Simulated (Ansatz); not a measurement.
Correlation energies of CH₅AlBrN, SMILES `[NH2][AlH][CH2]Br` by basis set

Z-matrix (Å, degrees):
```
Al
C 1 1.957
Br 1 2.836 2 44.5
N 1 1.766 2 118.5 3 100.6
H 1 1.578 2 121.2 3 -80.7
H 2 1.088 1 119.9 3 -109.1
H 2 1.087 1 120.0 3 108.9
H 4 1.007 1 125.6 2 -1.2
H 4 1.007 1 124.0 2 -173.7
```

Total charge 0; spin multiplicity 1. Correlated methods include outer-core shells of Br, which these sets cover unevenly. Scalar relativity is left out up to krypton. The geometry is a stationary point of PBE0-D4/def2-TZVP. It is one conformer, not always the lowest. Frozen core, restricted reference, Ansatz.

```csv
basis,HF (Eh),MP2 corr.,CCSD corr.,(T),CCSD(T) total
def2-SVP,-2909.13505,-0.60891,-0.64397,-0.01662,-2909.79564
def2-TZVPP,-2909.65129,-0.74675,-0.77908,-0.02923,-2910.45960
def2-QZVPP,-2909.71270,-1.09704,–,–,–
```
